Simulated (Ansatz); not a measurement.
`BC1[SiH2][SiH2]1`, relaxed with RKS PBE-D4/def2-SVP in Ansatz from a rough embedded geometry. The force threshold is 0.03 eV/Å; the program also tests the step.

The species carries charge 0 and has multiplicity 1.

Start:

```xyz
11

B    -1.364   -0.626   -0.655
C     0.045   -0.004   -0.703
Si    1.155   -0.702    0.560
Si    0.195    1.391    0.597
H    -2.317   -0.013   -1.143
H    -1.569   -1.799   -0.461
H     0.512    0.205   -1.655
H     2.566   -0.691    0.265
H     0.512   -1.652    1.573
H    -0.903    1.491    1.481
H     1.167    2.399    0.141
```

```csv
step,energy (eV),largest force (eV/Å),largest move (Å)
1,-17562.8682,1.831,0.000
2,-17563.3759,1.259,0.199
3,-17563.5840,0.619,0.156
4,-17563.7086,0.420,0.200
5,-17563.8046,0.343,0.193
6,-17563.8714,0.264,0.200
7,-17563.9218,0.188,0.200
8,-17563.9488,0.275,0.194
9 (rejected),-17563.9470,0.357,0.085
10,-17563.9539,0.112,0.042
11 (rejected),-17563.9538,0.109,0.017
12,-17563.9546,0.019,0.008
```

End:

```xyz
11

B    -1.372   -0.412   -0.703
C     0.137   -0.251   -0.795
Si    1.311   -0.791    0.587
Si    0.127    1.145    0.654
H    -2.096    0.018   -1.584
H    -1.880   -0.932    0.280
H     0.576    0.162   -1.724
H     2.775   -0.732    0.281
H     0.890   -1.955    1.427
H    -1.149    1.302    1.421
H     0.681    2.445    0.156
```

It took 22 s on 2 threads of an Arm Neoverse V2 on a shared host, with 0.13 GiB of host memory at the peak.
